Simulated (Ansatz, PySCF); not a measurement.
HfF2I2, SMILES [F][Hf]([F])([I])[I], multiplicity 1. Atoms are numbered in the order given.

```xyz
5

Hf     0.0000     0.0000     0.6782
F      0.0000     1.5457     1.7815
F      0.0000    -1.5457     1.7815
I     -2.2271     0.0000    -0.8755
I      2.2271     0.0000    -0.8755
```

Geometry optimised at B3LYP-D3(BJ)/def2-SVP. The spin state was assumed, not searched. The structure was generated by enumeration; whether it is a known compound was not checked. The def2 effective core potentials stand for the cores of Hf, I; spin–orbit coupling is left out.

Two levels are set side by side: PBE-D3(BJ)/def2-SVP (Ansatz, an electronic-structure program) and B3LYP-D3(BJ)/def2-SVP (Ansatz). Each level has its own optimised geometry; the coordinates shown are those of the second. Frequencies come from the Hessian of PySCF at each geometry. Differences are taken from unrounded values.

```tsv
quantity	B3LYP-D3(BJ)
mean bond length (Å)	2.307
bond Hf1–F2 (Å)	1.899
bond Hf1–F3 (Å)	1.899
bond Hf1–I4 (Å)	2.716
bond Hf1–I5 (Å)	2.716
highest harmonic wavenumber (cm⁻¹)	677
mean harmonic wavenumber (cm⁻¹)	256
zero-point energy (kcal/mol)	3.30
```

Task: What does PBE-D3(BJ) give, and how far is it from B3LYP-D3(BJ)? (An estimate is asked for; the answer gives what the named calculation found.)

Result: 
```json
[
 {"quantity": "mean bond length (Å)", "PBE-D3(BJ)": "2.307", "PBE-D3(BJ) minus B3LYP-D3(BJ)": "0.000"},
 {"quantity": "bond Hf1–F2 (Å)", "PBE-D3(BJ)": "1.903", "PBE-D3(BJ) minus B3LYP-D3(BJ)": "0.004"},
 {"quantity": "bond Hf1–F3 (Å)", "PBE-D3(BJ)": "1.903", "PBE-D3(BJ) minus B3LYP-D3(BJ)": "0.004"},
 {"quantity": "bond Hf1–I4 (Å)", "PBE-D3(BJ)": "2.711", "PBE-D3(BJ) minus B3LYP-D3(BJ)": "-0.005"},
 {"quantity": "bond Hf1–I5 (Å)", "PBE-D3(BJ)": "2.711", "PBE-D3(BJ) minus B3LYP-D3(BJ)": "-0.005"},
 {"quantity": "highest harmonic wavenumber (cm⁻¹)", "PBE-D3(BJ)": "662", "PBE-D3(BJ) minus B3LYP-D3(BJ)": "-15"},
 {"quantity": "mean harmonic wavenumber (cm⁻¹)", "PBE-D3(BJ)": "251", "PBE-D3(BJ) minus B3LYP-D3(BJ)": "-5"},
 {"quantity": "zero-point energy (kcal/mol)", "PBE-D3(BJ)": "3.22", "PBE-D3(BJ) minus B3LYP-D3(BJ)": "-0.07"}
]
```
